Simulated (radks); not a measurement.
Excited configurations of P3+: one electron is placed in a higher orbital outside [Ne] 3s1. The ground configuration is [Ne] 3s2. Method: scalar-relativistic Kohn-Sham, PBE, spin-polarised, spherical densities, finite nucleus; open shells are filled with parallel spins first; Fermi nuclear charge, rms radius 3.1889 fm; computed with a radial shooting solver on a logarithmic mesh with Libxc functionals. Excitation = E - E(ground); binding = E(ion) - E, where the ion is the core of charge +4; n* = 4/sqrt(2 binding) in atomic units, and the quantum defect is n - n*.

[
 {"outer orbital": "4f", "excitation (eV)": "37.184", "binding (eV)": "14.219", "n*": "3.913", "quantum defect": "0.087", "eigenvalue (eV)": "-12.043"},
 {"outer orbital": "5p", "excitation (eV)": "39.184", "binding (eV)": "12.218", "n*": "4.221", "quantum defect": "0.779", "eigenvalue (eV)": "-10.889"},
 {"outer orbital": "5d", "excitation (eV)": "41.281", "binding (eV)": "10.121", "n*": "4.638", "quantum defect": "0.362", "eigenvalue (eV)": "-8.953"},
 {"outer orbital": "6d", "excitation (eV)": "44.394", "binding (eV)": "7.009", "n*": "5.573", "quantum defect": "0.427", "eigenvalue (eV)": "-6.276"},
 {"outer orbital": "6f", "excitation (eV)": "44.776", "binding (eV)": "6.626", "n*": "5.732", "quantum defect": "0.268", "eigenvalue (eV)": "-5.891"},
 {"outer orbital": "7f", "excitation (eV)": "46.507", "binding (eV)": "4.896", "n*": "6.668", "quantum defect": "0.332", "eigenvalue (eV)": "-4.400"}
]

The Delta-SCF ionisation energy is 51.403 eV (NIST Atomic Spectra Database: 51.444 eV, measured). Self-interaction in the functional shifts the binding energies and quantum defects, so they are the method's values and not measured ones.
